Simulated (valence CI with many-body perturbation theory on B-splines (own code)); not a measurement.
Values are calculated unless marked as measured or tabulated.
**Ti16+: what each term of the Hamiltonian does**

Level of theory: valence CI with perturbative core correlation (CI+MBPT): four valence electrons over a frozen Dirac-Fock core [He], radial functions for each j: 11 s, 11 p, 9 d, 7 f, 5 g, 2 h, 1 i, with the one-electron correlation potential Σ1, the two-electron term Σ2, the three-electron term Σ3, Breit, model QED; selected CI, second order for the rest (own B-spline code, finite nucleus).

No measured levels were compared; by estimate levels of excited configurations hold to 0.05 to 0.15 % of their energy, terms of the ground configuration to about 0.5 %.

Each rung adds one term. CI alone is the Dirac-Coulomb CI over the frozen core; QED comes last and gives the full result, which names the levels. Energies are above 2s2.2p2 3P_0 on the same rung, in eV.

```csv
Level,CI alone,+ Σ1,+ Σ2,+ Σ3,+ Breit,Full
2s2.2p2 3P_1,3.82,3.83,3.82,3.83,3.66,3.68
2s2.2p2 3P_2,7.29,7.31,7.30,7.30,6.89,6.91
2s2.2p2 1D_2,17.83,17.85,17.88,17.85,17.43,17.45
2s2.2p2 1S_0,30.23,30.24,30.36,30.30,30.04,30.05
2s.2p3 5S°_2,41.97,41.83,41.77,41.80,41.58,41.37
2s.2p3 3D°_2,72.39,72.25,72.17,72.14,72.00,71.79
2s.2p3 3D°_1,72.50,72.36,72.28,72.25,72.15,71.94
2s.2p3 3D°_3,73.65,73.51,73.43,73.40,72.97,72.76
2s.2p3 3P°_0,84.67,84.53,84.49,84.44,84.36,84.15
2s.2p3 3P°_1,85.09,84.95,84.90,84.85,84.66,84.46
2s.2p3 3P°_2,85.90,85.77,85.72,85.67,85.39,85.18
2s.2p3 3S°_1,105.02,104.88,104.48,104.37,104.21,104.00
2s.2p3 1D°_2,105.87,105.73,105.47,105.37,105.05,104.84
2s.2p3 1P°_1,118.00,117.87,117.62,117.51,117.25,117.04
2p4 3P_2,158.93,158.64,158.27,158.17,158.12,157.68
2p4 3P_1,164.20,163.91,163.54,163.44,163.30,162.87
2p4 3P_0,164.96,164.67,164.30,164.20,164.09,163.66
2p4 1D_2,172.57,172.29,171.96,171.86,171.62,171.19
2p4 1S_0,194.28,194.01,193.71,193.59,193.52,193.11
```

Question: How does the ionisation energy move along the ladder, and which term matters most?

Answer: CI alone 1131.6, + Σ1 1131.9, + Σ2 1131.9, + Σ3 1131.8, + Breit 1131.3, + QED 1131.3 eV. The largest step is Breit, -0.5 eV. NIST lists 1130.2 ± 0.5 eV (semi-empirical).
